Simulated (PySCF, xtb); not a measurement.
Ge(Br)(OMe) (CH3BrGeO), SMILES C[O][Ge][Br] (connectivity only; charge and spin as stated), neutral, multiplicity 1.

GFN2-xTB (xtb) at its own geometry gives an orbital gap of 4.00 eV and a dipole moment of 5.75 D.

The structure is a stationary point at PBE0-D3(BJ)/def2-SVP. The structure was generated by enumeration; whether it is a known compound was not checked. Other conformers were not sampled.

Problem. What does PBE/def2-TZVP in PySCF give? (An estimate is asked for; the answer gives what the named calculation found.)

Solution. gap 3.62 eV (levels -6.67 and -3.05 eV), dipole 1.43 D.
